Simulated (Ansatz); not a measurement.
Consider the ligand exchange at a B–S bond: `[SiH3]OB(S)Cl` + NH₃ → `NB(Cl)O[SiH3]` + H₂S.

Computed with Ansatz on PBE0-D4/def2-TZVP structures; ΔE is electronic, products minus reactants. CCSD(T)/CBS is the MP2 limit (def2-TZVPP, def2-QZVPP) plus CCSD(T) − MP2 in def2-TZVPP, frozen cores. This one scheme is used for every species. Functionals use def2-TZVPP. B3LYP here is the variant with VWN-RPA as its local correlation; programs differ in this. One conformer a species, not always the lowest.

```csv
level,ΔE (kJ/mol),difference from CCSD(T)/CBS
revPBE-D4,-33.6,8.5
B3LYP-D4,-45.2,-3.1
CAM-B3LYP-D4,-51.8,-9.7
ωB97X-V,-45.2,-3.1
B2PLYP,-45.9,-3.8
B3LYP,-49.4,-7.3
RPA@PBE/def2-TZVPP,-42.7,-0.6
CCSD/def2-SVP,-52.4,-10.3
SCS-MP2/def2-QZVPP,-42.7,-0.6
HF/CBS(def2),-61.0,-18.9
CCSD(T)/CBS,-42.1,0
```

Largest T1 diagnostic among the species: 0.012.

In def2-TZVPP, CCSD(T) changes the Hartree–Fock value by +16.5 kJ/mol (the triples alone add +4.1 kJ/mol) and MP2 by +20.9 kJ/mol. From r2SCAN to r2SCAN0 (25 % exact exchange), in def2-TZVPP and without D4, ΔE moves by −3.5 kJ/mol.
